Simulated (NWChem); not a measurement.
# HfH$_{2}$F$_{2}$; SMILES [F][HfH2][F]

```xyz
5

Hf     0.0000     0.0000    -0.1751
F      1.6017     0.0000     0.8401
F     -1.6017     0.0000     0.8401
H      0.0000    -1.4915    -1.2578
H      0.0000     1.4915    -1.2578
```
Atoms are numbered in this order, from 1.

All runs: NWChem. Coordinates come from a PBE0/def2-SVP optimisation. def2 effective core potentials on Hf; no spin-orbit coupling. Vertical excitations in the gas phase; the lowest state need not have the same character in each row.

Task: Among these, which level gives the lowest value of “lowest excitation, singlet (eV)”?
(A) PBE/def2-SVP, TDA
(B) LRC-wPBEh/def2-SVP, TDA
(C) B3LYP/def2-SVP, TDA
(D) CAM-B3LYP/def2-SVP, TDA

Result: A, PBE/def2-SVP, TDA. Values: PBE/def2-SVP, TDA 4.42; B3LYP/def2-SVP, TDA 4.66; LRC-wPBEh/def2-SVP, TDA 4.80; CAM-B3LYP/def2-SVP, TDA 4.80
